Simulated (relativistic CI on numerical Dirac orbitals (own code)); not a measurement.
V⁺: resonant inelastic scattering at the M2,3 edge

Computed with this model: Dirac-Coulomb-Breit CI, KLI orbitals optimised for each configuration, model QED, valence Slater integrals scaled by 0.7, Kramers-Heisenberg scattering through one core-hole configuration in a parametric crystal field; configurations [Ar] 3d4 → [Ne] 3s2 3p5 3d5; 300 K; core-hole width 1.2 eV; summed over polarisations. Incident energies are the highest absorption maxima for each field (at most a few, so the weaker spin-orbit partner edge can be absent), on the computed scale of the free ion. Intensities are in per cent of the strongest line above 0.02 eV; levels within 1 cm⁻¹ are merged; final levels count from the ground level, the first row holds all elastic scattering, lines under 0.4 are left out and each table stops after 24 rows. The scale of the Slater integrals is a model choice and moves the terms in proportion.

Field parameters in Wybourne normalisation: Oh B⁴₀ = 21Dq, B⁴₄ = √(5/14) B⁴₀. The field is a parameter set, without covalency.

S is read from ⟨S²⟩ = S(S + 1).

Oh, 10Dq = 2400 cm⁻¹:

```
Final level (eV)  Degeneracy  Irrep     S  42.7 eV  48.3 eV
           0.000           1     A1  2.00    462.9    225.2
           0.000           3     T1  2.00      4.7     26.2
           0.001           2      E  2.00      4.1     32.3
           0.001           3     T2  2.00      4.1     23.3
           0.002           1     A2  2.00      1.7     16.1
           0.292           3     T2  2.00     34.8    100.0
           0.292           3     T1  2.00     34.1     98.1
           0.292           1     A1  2.00     11.0     31.9
           0.303           3     T1  2.00     35.3     95.0
           0.303           2      E  2.00     23.2     62.6
           0.310           3     T2  2.00     34.7     89.5
```

Oh, 10Dq = 5350 cm⁻¹:

| Final level (eV) | Degeneracy | Irrep | S | 42.8 eV | 48.5 eV |
| --- | --- | --- | --- | --- | --- |
| 0.000 | 1 | A1 | 2.00 | 221.2 | 91.8 |
| 0.000 | 3 | T1 | 2.00 | 2.7 | 10.7 |
| 0.001 | 2 | E | 2.00 | 3.1 | 13.3 |
| 0.001 | 3 | T2 | 2.00 | 3.2 | 9.6 |
| 0.001 | 1 | A2 | 2.00 | 1.6 | 6.7 |
| 0.657 | 7 |  | 2.00 | 29.3 | 100.0 |
| 0.668 | 5 | E+T1 | 2.00 | 21.3 | 69.4 |
| 0.675 | 3 | T2 | 2.00 | 12.9 | 39.9 |

Oh, 10Dq = 8350 cm⁻¹:

| Final level (eV) | Degeneracy | Irrep | S | 43 eV | 48.8 eV |
| --- | --- | --- | --- | --- | --- |
| 0.000 | 1 | A1 | 2.00 | 296.4 | 127.9 |
| 0.000 | 3 | T1 | 2.00 | 6.6 | 14.3 |
| 0.001 | 2 | E | 2.00 | 8.8 | 17.9 |
| 0.001 | 3 | T2 | 2.00 | 8.1 | 13.0 |
| 0.001 | 1 | A2 | 2.00 | 4.5 | 9.0 |
| 1.029 | 1 | A1 | 2.00 | 4.6 | 19.3 |
| 1.029 | 3 | T1 | 2.00 | 14.1 | 59.1 |
| 1.029 | 3 | T2 | 2.00 | 14.4 | 60.1 |
| 1.040 | 5 | E+T1 | 2.00 | 24.5 | 100.0 |
| 1.047 | 3 | T2 | 2.00 | 15.4 | 59.1 |

For the first field the strongest loss at the lowest incident energy is the level at 0.30 eV (S = 2.00, against 2.00 in the thermal ground state).
